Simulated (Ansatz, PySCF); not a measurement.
Caution: the highest occupied level lies above zero, so the state may not be bound. This triplet is an excited state, 1.79 eV above the relaxed singlet at the level frozen-core CCSD(T)/aug-cc-pVTZ // B3LYP-D3(BJ)/def2-TZVPD (Ansatz, a first-principles code).

B3LYP has the VWN-RPA correlation part, as in Gaussian. 

Cartesian coordinates (Å):
```xyz
3

F     -1.2980    -0.3286     0.0000
B     -0.2100     0.5398     0.0000
Cl     1.5080    -0.2112     0.0000
```
Charge -1, spin multiplicity 3.

Question: Predict the total energy and highest occupied spin orbital from B3LYP-D3(BJ)/def2-TZVPD (PySCF).

Answer: 
```
Property                             Result
-----------------------------  ------------
total energy                   -584.9856 Ha
highest occupied spin orbital       2.41 eV
```
